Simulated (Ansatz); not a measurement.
ClI, triplet, geometry from GFN2-xTB (a higher spin typed on purpose: for a closed-shell molecule this is an excited state) (core potentials on I); PBE0/def2-SVP run with Ansatz (a quantum-chemistry and plane-wave program).

Here is a job for Ansatz.
Ansatz 0.2 input:
```yaml
crystal:
  periodic: [false, false, false]
  atoms:
    - {symbol: Cl, position_ang: [-0.00000000, -0.00000000, -2.11796384]}
    - {symbol: I, position_ang: [0.00000000, 0.00000000, 0.67934689]}
basis:
  gaussian:
    orbitals: def2-SVP
hamiltonian:
  xc: pbe0
magnetization: {spin_polarized: true, initial_magnetization: 2}
```

What does Ansatz print? Leave out banner, timings and long lists.


```
Functional definition: PBE0
497 factors; integrals over basis functions are off by at most 3.4e-4 eV
mean field evaluation 1: about -20612.9193 eV, gradient 1.1e1 eV
mean field evaluation 2: about -20606.6019 eV, gradient 3.0e1 eV
mean field evaluation 4: about -20613.9902 eV, gradient 7.3e-1 eV
mean field evaluation 8: about -20614.0204 eV, gradient 3.0e-2 eV
mean field evaluation 16: about -20614.0204 eV, gradient 2.4e-4 eV
mean field evaluation 32: about -20613.7642 eV, gradient 1.6e0 eV
mean field -20614.02038940 eV, -757.5512766254 hartree, gradient 1.8e-5 eV, S^2 2.003690; 5 other end points of the search recorded, 0 dependent functions left out
reference -20614.02040527 eV, -757.5512772089 hartree; 22, 20 occupied and 22, 24 virtual orbitals, 497 factors
Total energy: -20614.02040527 eV, -757.5512772089 hartree
```
